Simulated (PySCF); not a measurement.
C2H5BrClNSi. Atoms are numbered in the order given.

```xyz
11

C     -2.5474    -0.5680    -1.5674
C     -1.7772     0.3421    -0.9556
Si    -0.0019     0.0067    -0.5526
N      0.5709    -1.3715    -1.3976
Cl     1.0585     1.7586    -0.9657
Br     0.2849    -0.4338     1.6239
H     -2.1548    -1.5529    -1.8419
H     -3.5964    -0.3698    -1.8141
H     -2.1991     1.3183    -0.6883
H      1.3418    -1.9037    -1.0050
H      0.6206    -1.3425    -2.4129
```
Charge 0, spin multiplicity 1.

Coordinates come from a B3LYP-D3(BJ)/def2-SVP optimisation. The values are those of a single conformer.

These are PBE/def2-TZVP in PySCF values and carry that method's errors.

The molecule is in vacuum.

```yaml
total_energy: -3457.12582 hartree
highest_occupied_level: -6.65 eV
lowest_empty_level: -2.02 eV
orbital_gap: 4.63 eV
dipole_moment: 2.53 D
quadrupole, principal values (traceless, Buckingham form, about the centre of nuclear charge): -9.74, 2.74, 7.00 D·Å
mean_static_polarisability: 89.3 bohr³ (13.24 Å³)
polarisability_principal_values: 76.3, 86.9, 104.8 bohr³
```
